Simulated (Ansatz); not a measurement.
One change: `OC(O)(Cl)[SiH2]Cl` becomes `OC(Cl)[SiH2]Cl`.

Ansatz, PBE0-D4/def2-TZVP geometries, multiplicity 1. Each molecule was computed in one conformer, which needn't be the lowest.

```csv
property,`OC(O)(Cl)[SiH2]Cl`
HOMO energy (PBE/def2-TZVPP) / eV,-6.92
HOMO–LUMO gap (PBE/def2-TZVPP) / eV,5.90
LUMO energy (PBE/def2-TZVPP) / eV,-1.02
HOMO–LUMO gap (PBE0/def2-TZVPP) / eV,8.31
size of the dipole moment (B3LYP/def2-TZVPP) / D,0.94
size of the dipole moment (ωB97M-V/def2-TZVPP) / D,0.96
```

(1) Give the same properties after the change, and the shifts. (Best estimate.)

Answers

(1) Computed: 
```
                                          property  `OC(Cl)[SiH2]Cl`  shift
                 HOMO energy (PBE/def2-TZVPP) / eV             -6.75   0.17
               HOMO–LUMO gap (PBE/def2-TZVPP) / eV              5.42  -0.48
                 LUMO energy (PBE/def2-TZVPP) / eV             -1.33  -0.31
              HOMO–LUMO gap (PBE0/def2-TZVPP) / eV              7.70  -0.61
  size of the dipole moment (B3LYP/def2-TZVPP) / D              1.73   0.79
size of the dipole moment (ωB97M-V/def2-TZVPP) / D              1.74   0.78
```

With PBE0 the HOMO rises by 0.22 eV and the LUMO falls by 0.39 eV, so the gap narrows by about 0.61 eV. PBE moves the HOMO by 0.17 eV and ωB97M-V by 0.21 eV. The zero-point energy changes by -9.3 kJ/mol with -3 modes. Dipoles are sizes alone; their direction can turn.

Positive LUMOs are unbound, so they and the gaps depend on the basis.

B3LYP here is the variant with VWN-RPA as its local correlation; programs differ in this.
